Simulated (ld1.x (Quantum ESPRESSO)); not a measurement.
## What one change does to a pseudopotential (nickel (Ni), TM)

- Element: nickel
- Generator: ld1.x (Quantum ESPRESSO) 7.5
- Type: norm-conserving Troullier–Martins (Kleinman–Bylander form)
- Functional: PBE
- Relativity: fully relativistic
- Frozen core: [Ne] 3s2
- Valence charge: 16
- Reference configuration: 3p6 3d8 4s2 4p0
- Partial waves: 3p (bound): rc 0.75 bohr; 3d (bound): rc 0.90 bohr; 4f channel at -0.05 Ry: rc 2.00 bohr; 4s (bound): rc 2.35 bohr
- Local potential: the s channel
- Core correction: none

Open shells are filled in proportion to 2j + 1 (rel_dist='average').

Change: functional PBEsol.

Cutoffs: the cutoffs (Ry, on a coarse ladder) from which the occupation-weighted sum of valence levels, in a spherical-Bessel basis at the reference potential, stays within 10 and 1 mRy of its value at 400 Ry; they do not see the model core or the augmentation charge, which bear on the density cutoff. Errors are all-electron minus pseudo energies relative to the spin-unpolarised reference configuration.

Q: Predict the effect on cutoff, ghosts and configuration errors.

A: Of the 7 tests that both files solve, the error grows in 2 and shrinks in 0 by more than 15 % and 0.3 meV (median size 206.0 → 207.2 meV); neither file shows a bound ghost at the reference potential, the only one tested.

```csv
quantity,base,changed
"cutoff, loose",260 Ry,260 Ry
"cutoff, tight",over 300 Ry,over 300 Ry
bound ghosts,none,none
"error for 3p6 3d8 4s1 4p0, meV [ΔE 9.32 → 9.34 eV]",-4.5,-5.9
"error for 3p6 3d8 4s0 4p0, meV [ΔE 26.67 → 26.60 eV]",-32,-43
"error for 3p6 3d7 4s0 4p0, meV [ΔE 64.14 → 64.03 eV]",-265,-279
"error for 3p6 3d7 4s2 4p1, meV [ΔE 10.54 → 10.58 eV]",-1237,-1256
"error for 3p6 3d8 4s1.5 4p0, meV [ΔE 3.72 → 3.73 eV]",-0.8,-1.0
"error for 3p6 3d8 4s0 4p2, meV [ΔE 9.50 → 9.54 eV]",-1617,-1632
"error for 3p6 3d9 4s1 4p0, meV [ΔE -1.60 → -1.61 eV]",-206,-207
s: phases at 2.55 bohr within 0.05 rad from the reference energy up to (Ry; the scan ends near 5),2.5,2.5
p1/2: phases at 2.55 bohr within 0.05 rad from the reference energy up to (Ry; the scan ends near 5),-0.9,-0.9
p3/2: phases at 2.55 bohr within 0.05 rad from the reference energy up to (Ry; the scan ends near 5),n/a,-0.9
d3/2: phases at 2.55 bohr within 0.05 rad from the reference energy up to (Ry; the scan ends near 5),0.6,0.6
d5/2: phases at 2.55 bohr within 0.05 rad from the reference energy up to (Ry; the scan ends near 5),0.6,0.6
f5/2: phases at 2.55 bohr within 0.05 rad from the reference energy up to (Ry; the scan ends near 5),to the end of the scan,to the end of the scan
f7/2: phases at 2.55 bohr within 0.05 rad from the reference energy up to (Ry; the scan ends near 5),to the end of the scan,to the end of the scan
```

Base: These tests converged, but a pseudo level misses the all-electron one widely, so the file describes the atom poorly there or has found another state: 3p6 3d7 4s0 4p0: empty 4p by 3.2 eV. Changed file: These tests converged, but a pseudo level misses the all-electron one widely, so the file describes the atom poorly there or has found another state: 3p6 3d7 4s0 4p0: empty 4p by 3.2 eV.
